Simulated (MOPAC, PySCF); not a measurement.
C$_{10}$H$_{9}$BS, SMILES `Bc1cc(C=C)c2ccsc2c1`, neutral singlet in the gas phase. 

Z-matrix (Å, degrees):
```
C
C 1 1.3953
H 2 1.0919 1 118.77
C 2 1.4203 3 117.82 1 -178.79
C 4 1.4097 2 118.44 3 178.22
H 5 1.0922 4 119.88 2 -179.78
C 5 1.3926 6 120.80 4 -179.69
C 7 1.4240 5 121.94 6 -179.94
C 8 1.4386 7 111.33 5 179.37
C 9 1.3656 8 112.86 7 0.39
H 9 1.0892 10 122.83 8 179.57
H 10 1.0895 9 127.07 11 -0.44
C 1 1.4727 2 122.37 3 1.62
C 13 1.3409 1 126.27 2 22.12
H 14 1.0925 13 120.91 1 -178.81
H 14 1.0936 15 116.86 13 179.52
H 13 1.0949 14 117.95 15 1.36
B 4 1.5360 5 120.42 6 -0.27
H 18 1.2078 4 120.43 5 -179.25
H 18 1.2080 19 119.38 4 179.89
S 10 1.7394 12 119.39 9 -179.75
```
Charge 0, multiplicity 1.

All levels are single points at this geometry (B3LYP-D3(BJ)/def2-SVP); Pople sets use spherical d functions. Orbital energies aren't observables, and empty levels follow the basis.

| level | HOMO (eV) | LUMO (eV) | gap (eV) | dipole (D) | vertical IE, Delta-SCF (eV) |
|---|---|---|---|---|---|
| PBE-D3(BJ)/def2-TZVP in PySCF | -5.55 | -2.95 | 2.59 | 2.76 | 7.73 |
| TPSSh-D3(BJ)/def2-TZVP in PySCF | -5.84 | -2.49 | 3.35 | 2.55 | 7.71 |
| B3LYP/6-311+G** in PySCF | -6.21 | -2.34 | 3.87 | 2.44 | – |
| B3LYP/6-31G* in PySCF | -5.91 | -1.98 | 3.93 | 2.55 | 7.60 |
| B3LYP/LANL2DZ in PySCF | -6.16 | -2.23 | 3.92 | 2.55 | – |
| BP86/6-31G* in PySCF | -5.37 | -2.74 | 2.64 | 2.79 | – |
| M06-2X/6-31G* in PySCF | -7.12 | -1.11 | 6.01 | 2.21 | – |
| SVWN5/6-31G* in PySCF | -5.45 | -2.87 | 2.58 | 2.88 | 7.73 |
| HF/3-21G in PySCF | -8.02 | 1.31 | 9.33 | 2.16 | – |
| HF/6-31G* in PySCF | -7.82 | 1.50 | 9.32 | 2.08 | – |
| HF/STO-3G in PySCF | -5.89 | 4.63 | 10.52 | 1.68 | – |
| AM1 in MOPAC | -8.44 | -0.73 | 7.71 | 1.03 | – |
| PM3 in MOPAC | -8.78 | -1.32 | 7.47 | 2.15 | – |
